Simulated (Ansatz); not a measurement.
Mulliken charges of CH4GeO2 (`O=[C](O)[GeH3]`) from B3LYP/def2-TZVPP in Ansatz (PBE0-D4/def2-TZVP geometry).

| atom | x (Å) | y (Å) | z (Å) | charge (e) |
| --- | --- | --- | --- | --- |
| O1 | 1.016 | -1.259 | 1.052 | -0.277 |
| C2 | 0.719 | -0.310 | 0.384 | 0.197 |
| O3 | 1.598 | 0.651 | 0.049 | -0.258 |
| Ge4 | -1.098 | 0.049 | -0.364 | 0.108 |
| H5 | 2.452 | 0.409 | 0.447 | 0.195 |
| H6 | -1.607 | 1.380 | 0.203 | 0.009 |
| H7 | -0.994 | 0.137 | -1.891 | 0.009 |
| H8 | -1.993 | -1.115 | 0.065 | 0.016 |

Question: By hand: the dipole of these point charges (1 e Å = 4.8032 D).

Answer: Σ q r = (-0.248, 0.201, -0.195) e Å, of length 0.374 e Å = 1.80 D.

Question: How does the dipole of the full density compare? (An estimate is asked.)

Answer: Computed: (-0.007, 0.253, -0.157) e Å, 1.43 D; the point charges give 1.26 times that, at 42° from its direction.

Point charges leave out the atoms' own dipoles, such as those of lone pairs, and Mulliken's split depends on the basis, so the two needn't agree.

B3LYP here is the variant with VWN-RPA as its local correlation; programs differ in this.
